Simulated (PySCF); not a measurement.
H₈N₄Si (SMILES N[Si](N)(N)N), singlet, geometry from GFN2-xTB. Base run: PBE0/6-31G, polarisability run with PySCF.

PySCF was given this input:
```python
from pyscf import gto, scf, dft
from pyscf.prop import polarizability

mol = gto.M(
    atom='''
N    -0.15253896   -1.70921648    0.25708827
Si    0.00000000   -0.00000000   -0.00000000
N     1.59519327    0.47038710   -0.49485137
N    -0.45300110    0.65917283    1.53982618
N    -0.98965322    0.57965654   -1.30206309
H    -0.01335237   -2.29735510   -0.54862781
H    -0.97514809   -2.01741192    0.74926880
H     2.35522297    0.15628835    0.08665975
H     1.83216145    0.30725579   -1.45981051
H    -0.35644693    1.65610039    1.64599159
H    -0.07019741    0.20471863    2.35274967
H    -0.78681595    1.50543750   -1.64220796
H    -1.98542366    0.48496636   -1.18402352
''',
    basis='6-31g',
    verbose=4,
)

mf = dft.RKS(mol)
mf.xc = 'pbe0'
mf.kernel()
alpha = mf.Polarizability().polarizability()[2, 2]
print('alpha_zz =', alpha)
```

Variants of this job, named by their change:

| change | alpha_zz (bohr³) | basis functions | core-seconds (rough) |
|---|---|---|---|
| base | 43.93 | 65 | 10 |
| basis = 6-31+G* | 55.77 | 110 | 30 |
| functional = hf | 39.64 | 65 | 1 |
| functional = camb3lyp | 43.03 | 65 | 30 |
| finite field (a.u.) = 2e-4; conv_tol = 1e-6 | 36.95 | 65 | 7 |
| finite field (a.u.) = 0.05; conv_tol = 1e-11 | 45.61 | 65 | 20 |
| basis = cc-pVDZ | ? | 114 | 30 |
| finite field (a.u.) = 0.005; conv_tol = 1e-11 | 43.95 | 65 | 10 |
| finite field (a.u.) = 0.001; conv_tol = 1e-6 | 43.97 | 65 | 9 |
| basis = 6-31G* | 45.00 | 90 | 20 |
| finite field (a.u.) = 2e-4; conv_tol = 1e-11 | 43.93 | 65 | 10 |
| basis = def2-SVP | ? | 114 | 30 |

### Question
What belongs in the gaps?

### Answer

- basis = cc-pVDZ, alpha_zz (bohr³): 47.06
- basis = def2-SVP, alpha_zz (bohr³): 45.60

Finite-field rows take the second difference of the energy in a field along z; a small field with loose convergence shows SCF noise divided by the square of the field, and a large one adds hyperpolarisability.
